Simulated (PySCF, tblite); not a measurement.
Species: C₃H₅BS.
Atom-mapped SMILES: `[CH:1]#[C:2][BH:3][S:4][CH3:5]` (hydrogens: H6 on C1; H7 on B3; H8, H9, H10 on C5)

Jobs on this species (10 atoms, 44 electrons) with PySCF (density fitting) and tblite. Hardware of each: Intel Xeon at 2.50 GHz, one thread, on a shared host. The host was shared with other jobs, so the times are rough.

Question: Rank these jobs by wall time, shortest first.
A. GFN2-xTB; L-BFGS relaxation
B. PBE0/pcSseg-1; shieldings, charges and field gradients; 117 basis functions
C. PBE0/def2-SVPD; 8 singlets by full TDDFT, 3 Tamm–Dancoff triplets, polarisability, density and orbital grids written; 147 basis functions

Answer: A (0.63 s), B (25 s), C (41 s).

All jobs:

| level and settings | work | basis functions | SCF cycles | wall time |
| --- | --- | --- | --- | --- |
| GFN2-xTB | L-BFGS relaxation | – | – | 0.63 s |
| PBE0/pcSseg-1 | shieldings, charges and field gradients | 117 | 14 | 25 s |
| PBE0/def2-SVPD | 8 singlets by full TDDFT, 3 Tamm–Dancoff triplets, polarisability, density and orbital grids written | 147 | 14 | 41 s |

What do all jobs in the table cost together?

About 67 s; the longest takes about 62 % of that, and about 65 times as long as the shortest.
